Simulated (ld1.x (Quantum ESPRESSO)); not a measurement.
# hafnium, PAW: configuration errors across variants

| Property | Result |
| --- | --- |
| Element | hafnium (Hf) |
| Generator | ld1.x (Quantum ESPRESSO) 7.5 |
| Type | PAW |
| Functional | LDA (PZ) |
| Relativity | scalar-relativistic |
| Frozen core | [Xe] 4f14 |
| Valence charge | 4 |
| Reference configuration | 5d2 6s1 6p1 |
| Partial waves | 6s (bound): rcut 2.15, rcutus 2.95 bohr; 6s channel at -0.1 Ry: rcut 2.15, rcutus 2.95 bohr; 6p (bound): rcut 3.10, rcutus 3.70 bohr; 6p channel at 0.75 Ry: rcut 3.10, rcutus 3.70 bohr; 5d (bound): rcut 2.85, rcutus 3.05 bohr; 5d channel at 2 Ry: rcut 2.85, rcutus 3.05 bohr |
| Local potential | all-electron potential smoothed inside 2.30 bohr (lloc = -1) |
| Core correction | Bessel-smoothed model core inside 2.45 bohr |
| Augmentation charge | PSQ, inside the norm-conserving radii |

All-electron excitation energies from the reference (eV): (1) 5d2 6s2 6p0 -3.913; (2) 5d2 6s0 6p0 18.788; (3) 5d2 6s1.5 6p0 -0.564; (4) 5d2 6s0 6p2 4.162; (5) 5d1 6s2 6p0 2.817; (6) 5d3 6s0 6p0 6.319.

2 further variants failed, have other tests or too few solved ones, and are left out.

A true bound ghost makes a file unfit for plane-wave use even where its test errors are small: the radial tests pick states by their node count and pass the ghost by.

Errors AE − PS in meV (a dash: test not solved or not reliable):

```tsv
change	(1)	(2)	(3)	(4)	(5)	(6)	bound ghosts
base	0.0	-17	-0.3	-2.5	-63	-38	s
all radii but the core radius scaled by about 0.93 (s 2.74, p 3.44, d 2.84 bohr, rcut 2.00/2.88/2.66); local potential all-electron potential smoothed inside 2.14 bohr (lloc = -1)	-0.1	-18	-0.7	-2.6	-42	-38	s
all radii but the core radius scaled by about 1.09 (s 3.22, p 4.04, d 3.34 bohr, rcut 2.34/3.38/3.12); local potential all-electron potential smoothed inside 2.52 bohr (lloc = -1)	+0.1	-17	-0.5	-2.3	-20	-38	none
all radii but the core radius scaled by about 1.13 (s 3.32, p 4.18, d 3.44 bohr, rcut 2.42/3.50/3.22); local potential all-electron potential smoothed inside 2.60 bohr (lloc = -1)	+0.1	-17	-0.5	-2.3	-19	-38	none
all radii but the core radius scaled by about 1.21 (s 3.56, p 4.46, d 3.68 bohr, rcut 2.60/3.74/3.44); local potential all-electron potential smoothed inside 2.78 bohr (lloc = -1)	0.0	-19	-0.5	-2.3	-12	-38	none
all radii but the core radius scaled by about 1.31 (s 3.86, p 4.86, d 4.00 bohr, rcut 2.82/4.06/3.74); local potential all-electron potential smoothed inside 3.02 bohr (lloc = -1)	-0.7	-31	-0.4	-2.8	+29	-37	none
```

**Question.** Give the same row for: all radii but the core radius scaled by about 1.36 (s 4.02, p 5.06, d 4.16 bohr, rcut 2.94/4.24/3.90); local potential all-electron potential smoothed inside 3.14 bohr (lloc = -1).

**Answer.** -1.4, -39, -0.4, -2.5, +1.3, -38; bound ghosts: none.
